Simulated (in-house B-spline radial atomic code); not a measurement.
PBE0 excitations of Mn7+

Method: PBE0. Computed with a B-spline radial code for spherical atoms: linear response of the closed shell [Ne] 3s2 3p6 with the functional's adiabatic kernel; non-relativistic, point nucleus, no spin-orbit coupling, no double excitations, S, P, D and F terms only. Only terms of natural parity with L up to 3 were computed.

Command:
```bash
python run_td.py task.json out
```
Settings (radii: box in bohr, nucleus in fm):
```
Z                        25
electrons                18
configuration            [Ne] 3s2 3p6
hamiltonian              nr
method                   pbe0
box_radius               12.81
intervals                51
```

Run time, properties included: 1 s on 1 thread of Intel(R) Xeon(R) Platinum 8375C CPU @ 2.90GHz (Ice Lake) (shared host).

The lowest states, in the order of their Tamm-Dancoff energies; the method's threshold (minus the highest occupied level) is 186.24 eV. Labels give the largest channel, * marks a mixed state, and oscillator strengths are full-response dipole values. Semilocal kernels can invert the small singlet-triplet splittings of Rydberg terms. Energies in eV:

| state | full response | Tamm-Dancoff | oscillator strength |
| --- | --- | --- | --- |
| 3p → 3d 3P | 46.17 | 46.34 | - |
| 3p → 3d 3F | 46.90 | 47.17 | - |
| 3p → 3d 1F | 51.48 | 51.49 | - |
| 3p → 3d 1P | ? | ? | ? |
| 3s → 3d 3D | ? | ? | - |
| 3s → 3d 1D | 86.55 | 86.69 | - |
| 3p → 4s 3P | 98.35 | 98.36 | - |
| 3p → 4s 1P | 99.39 | 99.44 | 0.293 |
| 3p → 4p 3S | 107.25 | 107.29 | - |
| 3p → 4p 3D | 108.40 | 108.42 | - |

Where does 3p → 3d 1P lie?

At 65.94 eV in full response, 68.85 eV in Tamm-Dancoff, oscillator strength 3.12.

Where does 3s → 3d 3D lie?

At 81.18 eV in full response, 81.25 eV in Tamm-Dancoff.

How large is the singlet-triplet splitting of 3p → 3d (F terms) in Tamm-Dancoff?

4.32 eV, from the unrounded values.

What polarisabilities and dispersion coefficient does the method give?

Dipole 0.6318 bohr³, quadrupole 0.465 bohr⁵, C6 0.8382 hartree·bohr⁶ for two such species.
